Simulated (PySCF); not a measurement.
C4H15GeNSi, SMILES C[N]([SiH3])[Ge]([CH3])([CH3])[CH3], GFN2-xTB optimised geometry.

```
22

Si     0.37     0.15     0.00
N     -0.14    -0.78    -1.36
C     -1.52    -1.21    -1.38
Ge     0.66    -0.66    -3.05
C     -0.27     0.74    -4.12
C      2.58    -0.23    -2.84
C      0.45    -2.45    -3.91
H      1.83     0.15     0.00
H     -0.12     1.54     0.00
H     -0.17    -0.54     1.18
H     -2.20    -0.41    -1.70
H     -1.65    -2.04    -2.07
H     -1.83    -1.54    -0.39
H     -0.21     1.70    -3.62
H      0.18     0.83    -5.10
H     -1.32     0.49    -4.25
H      3.07    -0.93    -2.18
H      2.72     0.77    -2.44
H      3.07    -0.28    -3.81
H     -0.55    -2.60    -4.29
H      1.14    -2.53    -4.75
H      0.68    -3.24    -3.21
```

Density from PBE0/def2-SVP (PySCF) at that geometry.

Minimum of the electron density along straight lines between bonded atoms, close to the bond critical point (lines longer than 1.1 times the sum of covalent radii, or with two minima, are not listed):

| bond | length / Å | ρ at the minimum / e bohr⁻³ | ∇²ρ there / e bohr⁻⁵ | position (fraction from the first atom) |
|---|---|---|---|---|
| Si1–N2 | 1.722 | 0.124 | 0.73 | 0.40 |
| N2–C3 | 1.451 | 0.265 | -0.72 | 0.61 |
| N2–Ge4 | 1.869 | 0.129 | 0.36 | 0.54 |
| Ge4–C5 | 1.995 | 0.121 | 0.03 | 0.47 |
| Ge4–C6 | 1.981 | 0.123 | 0.04 | 0.47 |
| Ge4–C7 | 1.992 | 0.121 | 0.03 | 0.47 |
| Si1–H8 | 1.460 | 0.118 | 0.33 | 0.49 |
| Si1–H9 | 1.476 | 0.115 | 0.32 | 0.49 |
| Si1–H10 | 1.466 | 0.117 | 0.33 | 0.49 |
| C3–H12 | 1.091 | 0.279 | -1.03 | 0.63 |
| C3–H13 | 1.090 | 0.279 | -1.04 | 0.63 |
| C5–H14 | 1.086 | 0.273 | -0.98 | 0.63 |
| C5–H15 | 1.086 | 0.272 | -0.97 | 0.62 |
| C6–H17 | 1.085 | 0.273 | -0.99 | 0.63 |
| C6–H18 | 1.085 | 0.273 | -0.99 | 0.63 |
| C6–H19 | 1.087 | 0.272 | -0.97 | 0.62 |
| C7–H21 | 1.086 | 0.272 | -0.97 | 0.62 |
| C7–H22 | 1.086 | 0.273 | -0.98 | 0.63 |
